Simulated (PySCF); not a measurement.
C2H7AlO, SMILES [Al]([CH3])([OH])[CH3] (connectivity only; charge and spin as stated), charge -1, multiplicity 2. The structure is a stationary point at PBE-D3(BJ)/def2-SVPD. The multiplicity is an assumed one; no other spin state was optimised. The isomer is the one that the SMILES or the coordinates give; other isomers of the formula were not compared. Other conformers were not sampled.

Level of theory: PySCF 2.14.0 with PBE-D3(BJ)/def2-SVPD.

Harmonic wavenumbers (cm⁻¹): 103, 117, 129, 172, 187, 210, 484, 511, 553, 581, 598, 629, 672, 690, 1096, 1100, 1352, 1356, 1360, 1370, 2886, 2895, 2981, 2988, 3012, 3020, 3782. Rotational constants (GHz): 5.385, 4.897, 2.863; symmetry number 1.

Work out the zero-point energy and the ideal-gas rigid-rotor harmonic-oscillator thermochemistry at 298.15 K and 1 atm.

ZPE = ½ Σ hcν = ½ × 34834 cm⁻¹ = 208.35 kJ/mol. H − E(el) = 232.16 kJ/mol. Entropy in J/(mol K): translation 162.43, rotation 108.19, vibration 85.00, spin 5.76, total 361.39. G − E(el) = 124.41 kJ/mol. Cp = 120.59 J/(mol K). Modes under 150 cm⁻¹ make the vibrational entropy uncertain.
